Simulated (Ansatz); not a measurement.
F2H2HfO2, SMILES [OH][Hf]([OH])([F])[F], multiplicity 1.

Geometry optimised at B3LYP-D3(BJ)/def2-SVP. The spin state was assumed, not searched. The structure was generated by enumeration; whether it is a known compound was not checked. The def2 effective core potentials stand for the cores of Hf; spin–orbit coupling is left out. One conformer was computed; it need not be the lowest.

Two levels are set side by side: PBE/def2-SVPD (Ansatz, a program for electronic structure) and PBE0/def2-SVPD (Ansatz). Energy differences of separate SCF runs at the same geometry; the states with an electron removed or added have multiplicity 2 and 2. Differences are taken from unrounded values.

```tsv
quantity	PBE0
vertical ionisation energy (eV)	11.86
vertical singlet–triplet gap (eV)	7.68
```

What does PBE give, and how far is it from PBE0? (The exact figures need the calculation; the answer reports its results.)


| quantity | PBE | PBE minus PBE0 |
|---|---|---|
| vertical ionisation energy (eV) | 11.30 | -0.55 |
| vertical singlet–triplet gap (eV) | 7.03 | -0.65 |
